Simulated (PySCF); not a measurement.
Correlation energy of Ar(2+) (argon, charge +2)

[Ne] 3s2 3p4, high-spin 3P determinant. All numbers are calculated (PySCF 2.14, no relativity, point nucleus, in dyall-av2z (13s9p2d, 50 functions)). Frozen: [Ne]; 6 electrons correlated; the 16 highest virtual orbitals of each spin left out.

MP2 pair energies summed by pair of shells (mhartree):

```tsv
pair	energy	share (%)
3p-3p	-49.71	49.3
3s-3p	-43.29	43.0
3s-3s	-7.75	7.7
```

Total MP2 correlation energy: -100.75 mhartree.

Same-spin part -24.73 and opposite-spin part -76.02 mhartree; SCS-MP2 scales them by 1/3 and 6/5 to -99.47 mhartree.
